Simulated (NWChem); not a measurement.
Species: SbHCl2; SMILES [Cl][SbH][Cl]

```xyz
4

Sb    -0.6028     0.0277     0.0000
H     -0.7737    -1.7127     0.0000
Cl     0.9270     0.0089     1.8448
Cl     0.9270     0.0089    -1.8448
```
Atoms are numbered in this order, from 1.

All runs: NWChem. Medium grid unless said otherwise, to which SCAN and Minnesota functionals are sensitive. All runs use the structure optimised with PBE-D3(BJ)/def2-SVP. def2 effective core potentials on Sb; no spin-orbit coupling. Total energies of different functionals are on different scales.

```
level                                 energy (Ha)  highest occupied level (eV)  orbital gap (eV)  dipole (D)
------------------------------------  -----------  ---------------------------  ----------------  ----------
B3LYP/def2-SVP                         -1161.1284                        -7.60              5.51        2.94
PBE/def2-SVP                           -1160.6383                        -6.65              3.97        2.76
MPW1K/def2-SVP                         -1161.1573                        -8.80              7.35        3.21
MN15-L/def2-SVP                        -1160.0737                        -7.12              4.67        3.22
PBE0/def2-SVP                          -1160.7228                        -7.89              5.93        3.03
BP86/def2-SVP                          -1161.2363                        -6.77              3.97        2.77
N12/def2-SVP                           -1161.6211                        -6.48              3.97        2.95
LDA (Slater exchange, PW92)/def2-SVP   -1157.6633                        -6.72              3.85        2.65
```
